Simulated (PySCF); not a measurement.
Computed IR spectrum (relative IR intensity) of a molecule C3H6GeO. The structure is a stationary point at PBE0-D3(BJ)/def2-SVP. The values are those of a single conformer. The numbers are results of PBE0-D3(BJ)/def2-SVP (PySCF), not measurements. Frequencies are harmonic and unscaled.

Lines under 2 % of the strongest are left out, and lines within 2 cm⁻¹ are merged.

```tsv
ν (cm⁻¹)	relative intensity
244	2.7
250	2.8
322	2.5
491	16
525	2.3
552	5.2
590	50
680	24
721	3.9
882	80
940	9.8
992	8.6
1158	100
1206	6.1
1291	14
1443	6.5
1462	5.8
1690	32
2161	80
2170	81
3035	29
3113	8.8
3132	8.5
3161	15
```

Question: Pick the molecule that these values belong to.
A. C1=C[O][GeH2][CH2]1
B. C[C]1=C[O][GeH2]1
C. C=C=[CH][GeH2][OH]
D. [GeH3][C]1=COC1

Answer: B, C[C]1=C[O][GeH2]1
